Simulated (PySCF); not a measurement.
# Dipole moment and polarisability of `CC(=O)[SiH]1CC1`

C4H8OSi.
Cartesian coordinates in Å at the GFN2-xTB level; atoms count from 1:
```
atom  x, y, z in Å
C1     1.9605    0.0867   -0.2575
C2     1.3990    0.1292    1.1380
O3     2.1032    0.2287    2.1197
Si4   -0.4820    0.0177    1.3720
C5    -1.6043    0.6578   -0.0113
C6    -1.5065   -0.8645    0.0477
H7     1.5299    0.8943   -0.8458
H8     1.6812   -0.8549   -0.7265
H9     3.0442    0.1804   -0.2387
H10   -0.9273    0.0451    2.7516
H11   -2.5644    1.0760    0.2511
H12   -1.1940    1.1310   -0.8920
H13   -1.0330   -1.3475   -0.7954
H14   -2.4073   -1.3803    0.3448
```

Level: B3LYP/def2-SVPD (PySCF), static field, nuclei fixed, core orbitals frozen in the response. The polarisability tensor in these axes (au):

```
x   95.97  2.47  9.61
y    2.47 62.86  1.56
z    9.61  1.56 81.67
```

Question: Diagonalise the tensor; give its mean and Δα, where Δα² is half the sum of the squared differences of the eigenvalues.

Answer: Principal values 62.63, 76.85 and 101.02 au; mean 80.17 au = 11.88 Å³ = 13.22 × 10⁻⁴⁰ C²·m²/J; Δα = 33.61 au (42 % of the mean).

Question: What is the dipole moment, and where does it point?

Answer: (-1.55, -0.24, -2.40) D, 2.87 D in size, pointing from the negative to the positive side. Measured along this direction, the outermost atoms are O3 at the negative end and H13 and H12 at the positive end.

Question: Estimate the molar refractivity from the static electronic polarisability.

Answer: Lorentz–Lorenz: R = (4π/3)N_A α = 2.5225 cm³/(mol·Å³) × 11.88 Å³ = 30.0 cm³/mol, in the limit of long wavelengths.

Question: What depolarisation ratio follows for Rayleigh scattering of linearly polarised light, taking the static tensor?

Answer: ρ = 3Δα²/(45ᾱ² + 4Δα²) = 3389.4/(289202 + 4519.2) = 0.0115.

Question: In a dilute gas of rigid molecules at 500 K, how does the orientational term μ²/3kT compare with the electronic polarisability?

Answer: In Gaussian units μ²/3kT = 39.71 Å³ against 11.88 Å³, a ratio of 3.34; the Debye molar polarisation (4π/3)N_A(α + μ²/3kT) is 130.1 cm³/mol, leaving out the vibrational part.

Isolated species at its GFN2-xTB geometry (one conformer only).

The run behind these numbers computed excited states as well. On one thread of an Arm Neoverse N1, shared host, this took 53 s (grids of density and orbitals included) and 0.72 GiB of memory at its peak.
